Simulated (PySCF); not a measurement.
Compound: 2-cyanoselenophene, C5H3NSe.
Bonds: N1–C2 (triple), C2–C3, C3–C4 (aromatic), C4–C5 (aromatic), C5–C6 (aromatic), C6–Se7 (aromatic), C3–Se7 (aromatic). Hydrogens: H8 on C4; H9 on C5; H10 on C6.

Computed with PBE0-D3(BJ)/def2-SVP geometry optimisation, gas phase (PySCF 2.14.0).

What internal coordinates does the optimisation give?

| bond | length (Å) |
| --- | --- |
| N1≡C2 | 1.161 |
| C2–C3 | 1.414 |
| C3–C4 | 1.377 |
| C4–C5 | 1.420 |
| C5–C6 | 1.369 |
| C6–Se7 | 1.846 |
| C3–Se7 | 1.869 |
| C4–H8 | 1.091 |
| C5–H9 | 1.091 |
| C6–H10 | 1.090 |

A selection of angles:
| angle | degrees |
| --- | --- |
| N1–C2–C3 | 179.3 |
| C2–C3–C4 | 127.3 |
| C2–C3–Se7 | 121.3 |
| C4–C3–Se7 | 111.4 |
| C3–C4–C5 | 114.5 |
| C3–C4–H8 | 121.8 |
| C5–C4–H8 | 123.7 |
| C4–C5–C6 | 114.6 |
| C4–C5–H9 | 122.9 |
| C6–C5–H9 | 122.6 |
| C5–C6–Se7 | 112.4 |
| C5–C6–H10 | 127.1 |
| Se7–C6–H10 | 120.5 |
| C3–Se7–C6 | 87.2 |

The 7 heavy atoms lie in one plane (0.001 Å rms). The 4 C–C bonds span 1.369 Å (C5–C6, aromatic) to 1.420 Å (C4–C5, aromatic), a spread of 0.051 Å. Se7 (selenium bonded to 2 C) is bent (angle 87.2°). The 5-membered ring C3–C4–C5–C6–Se7 has internal angles of 87.2° to 114.6°; it is planar, 0.00 Å rms from its mean plane, widest ring torsion 0°. The 2 C–Se bonds span 1.846 Å (C6–Se7, aromatic) to 1.869 Å (C3–Se7, aromatic), a spread of 0.023 Å.

Point group: Cs (tolerance 0.08 Å). No PBE0-D3(BJ)/def2-SVP frequencies stand behind this structure, so it isn't proved a minimum.

Rough CPU time on one thread of a shared machine: about 1.7 min. This is the geometry optimisation.
